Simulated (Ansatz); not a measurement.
AlBH$_{4}$O$_{2}$S at its PBE0-D4/def2-TZVP geometry, where that method's forces vanish. Charge 0, multiplicity 1. The bonds changed during the relaxation, so this is another structure than the one it started from.

```xyz
9

O     0.6421   -0.1272    0.5859
B    -0.0099   -0.8118   -0.4783
O     0.4011   -2.0779   -0.7054
S    -1.2386    0.2233   -1.2467
Al   -0.3879    1.5355    0.4270
H     1.3066   -0.5736    1.1180
H    -0.0657   -2.5051   -1.4271
H    -1.2679    1.6614    1.7383
H     0.6204    2.6755   -0.0118
```

(1) What forces (eV/Å) does r2SCAN-D4/def2-TZVPP give on these atoms in Ansatz 0.2.0? (An estimate is asked.)

## Answers

(1) The calculation gave: 
```
O1   0.066  0.120  0.136
B2  -0.118  0.065 -0.091
O3   0.074 -0.154 -0.003
S4  -0.068  0.015 -0.066
Al5  0.031 -0.001  0.033
H6   0.029 -0.022  0.020
H7  -0.011 -0.007 -0.017
H8   0.020  0.004 -0.026
H9  -0.022 -0.020  0.013
```
